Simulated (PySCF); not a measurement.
Species: `CC(C)C(Cl)=C=O`. The columns A, B, C and D hold Mulliken, IAO, Hirshfeld and ESP-fitted charges (e) of one PBE0/pcSseg-1 density (PySCF), in a shuffled order. Coordinates in Å (GFN2-xTB); the density's dipole moment is (-1.65, 0.71, -1.02) D.

```tsv
atom	x	y	z	A	B	C	D
C1	-0.382	1.497	-0.002	-0.608	-0.124	-0.187	-0.420
C2	-0.044	0.055	-0.378	+0.475	-0.014	-0.296	-0.081
C3	-1.259	-0.857	-0.216	-0.577	-0.124	-0.187	-0.420
C4	1.100	-0.449	0.469	-0.654	-0.044	-0.372	-0.220
Cl5	0.877	-0.501	2.207	+0.018	-0.011	-0.038	-0.023
C6	2.240	-0.861	0.007	+0.668	+0.180	+0.501	+0.421
O7	3.256	-1.223	-0.433	-0.342	-0.144	-0.261	-0.276
H8	0.481	2.142	-0.141	+0.158	+0.039	+0.122	+0.146
H9	-0.693	1.550	1.038	+0.183	+0.033	+0.121	+0.146
H10	-1.194	1.862	-0.626	+0.157	+0.044	+0.116	+0.143
H11	0.293	0.025	-1.420	+0.048	+0.048	+0.123	+0.147
H12	-1.012	-1.877	-0.502	+0.149	+0.039	+0.121	+0.146
H13	-1.591	-0.858	0.818	+0.176	+0.033	+0.121	+0.146
H14	-2.074	-0.506	-0.844	+0.148	+0.044	+0.117	+0.142
```

**Question.** Which column most likely holds the ESP-fitted charges?

**Answer.** A. Σ q r misses the density's dipole by 0.05 D (A), 0.31 D (D), 0.98 D (C), 1.31 D (B). Charges fitted to the outside potential are the only set here that is tied to the molecule's multipoles.

**Question.** And the Hirshfeld charges?

**Answer.** B. The mean sizes are 0.066 e (B), 0.192 e (C), 0.205 e (D), 0.312 e (A), and Hirshfeld charges are commonly the smallest of these schemes.

As computed, A = ESP-fitted, B = Hirshfeld, C = Mulliken, D = IAO. Hydrogens on carbon: ESP-fitted +0.05 to +0.18, Hirshfeld +0.03 to +0.05, Mulliken +0.12 to +0.12, IAO +0.14 to +0.15 e.

The IAO scheme counts the electrons in orthogonalised intrinsic atomic orbitals, a minimal basis polarised so that it spans the occupied orbitals exactly. The Hirshfeld scheme weights the molecular density at each point by an atom's share of the summed free-atom densities.

The structure is a single GFN2-xTB conformer in the gas phase; no vibrational or solvent corrections.

Shape of the structure used: `[CH3:1][CH:2]([CH3:3])[C:4]([Cl:5])=[C:6]=[O:7]`: C1–C2–C4–Cl5 61°.
